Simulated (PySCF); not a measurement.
C3H9FN2Si.
SMILES with atom numbers: `[NH2:1][SiH2:2]/[N:3]=[CH:4]/[CH2:5][CH2:6][F:7]` (hydrogens: H8, H9 on N1; H10, H11 on Si2; H12 on C4; H13, H14 on C5; H15, H16 on C6)

Method: PBE0/def2-SV(P) geometry optimisation, gas phase in PySCF.

Q: Give the optimised bond lengths and angles.

A: 
```csv
bond,length (pm),order
N1–Si2,172.1,single
Si2–N3,175.2,single
N3=C4,126.3,double
C4–C5,150.2,single
C5–C6,152.0,single
C6–F7,136.9,single
"N1–H8, N1–H9",101.4,single
"Si2–H10, Si2–H11",150.3,single
C4–H12,111.8,single
"C5–H13, C5–H14",110.4,single
"C6–H15, C6–H16",110.6,single
```

Bonds in one row agree within 1 pm and their mean is given. Orders are formal, as drawn. A selection of angles:
```csv
angle,degrees
Si2–N1–H8,121.0
Si2–N1–H9,122.8
H8–N1–H9,112.7
N1–Si2–N3,108.9
N1–Si2–H10,115.1
N1–Si2–H11,105.7
N3–Si2–H10,104.2
N3–Si2–H11,113.6
H10–Si2–H11,109.5
Si2–N3–C4,126.8
N3–C4–C5,123.3
N3–C4–H12,122.5
C5–C4–H12,114.2
C4–C5–C6,111.3
C4–C5–H13,109.2
C6–C5–H13,109.9
C6–C5–H14,107.9
H13–C5–H14,108.8
C5–C6–F7,110.0
C5–C6–H15,110.4
C5–C6–H16,111.0
F7–C6–H15,108.6
F7–C6–H16,108.3
H15–C6–H16,108.4
```

Torsions: N1–Si2–N3–C4 125° (anticlinal); Si2–N3–C4–C5 -178° (antiperiplanar); N3–C4–C5–C6 108° (anticlinal); C4–C5–C6–F7 175° (antiperiplanar). The mirror-image conformer, all signs reversed, is as good.

Si2 (SiH2 silicon) is distorted tetrahedral (angles from 104.2° to 115.1°). The N–Si distances run from 1.721 Å (N1–Si2, drawn single) to 1.752 Å (Si2–N3, drawn single), a spread of 0.031 Å. N1 (silicon-bound nitrogen) is almost planar (angles 122.8°, 121.0° and 112.7°, sum 356.5°, 0.13 Å off the plane of its three neighbours).

Point group: C1 (no symmetry element, even within 0.4 Å). No frequency check. The numbers are those of one conformer (H–N1–Si2–N3 -139° and 64°, N1–Si2–N3–C4 125°, N3–C4–C5–C6 108°, C4–C5–C6–F7 175°).
